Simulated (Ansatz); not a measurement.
Basis-set extrapolation for CH$_{7}$AlSSi$_{2}$ (`[SH][Al]1[SiH2]C[SiH2]1`) (PBE0-D4/def2-TZVP geometry, frozen core, Ansatz 0.2.0). Multiplicity 1, RHF reference.

```json
{"": "HF", "def2-TZVPP": "-1259.343001", "def2-QZVPP": "-1259.379924"}
{"": "MP2 correlation", "def2-TZVPP": "-0.666468", "def2-QZVPP": "-0.716527"}
{"": "CCSD(T) correlation", "def2-TZVPP": "-0.771481", "def2-QZVPP": "not run"}
```

Energies in hartree. Use E(X) = E(∞) + A·exp(−7.88·√X) for Hartree–Fock and E(X) = E(∞) + B·X^(−2.97) for correlation, with X = 3 and 4, and add CCSD(T) minus MP2 of the smaller set to the MP2 limit.

Task: What is the CCSD(T) energy at the basis-set limit?

Result: HF limit: -1259.379924 + (-0.036923) × 0.13774 = -1259.38501. MP2 limit: -0.716527 + (-0.050059) × 0.74074 = -0.75361. Higher-order term: -0.771481 − (-0.666468) = -0.10501. Total: -1260.24363 hartree, 339.1 kJ/mol below CCSD(T)/def2-TZVPP.
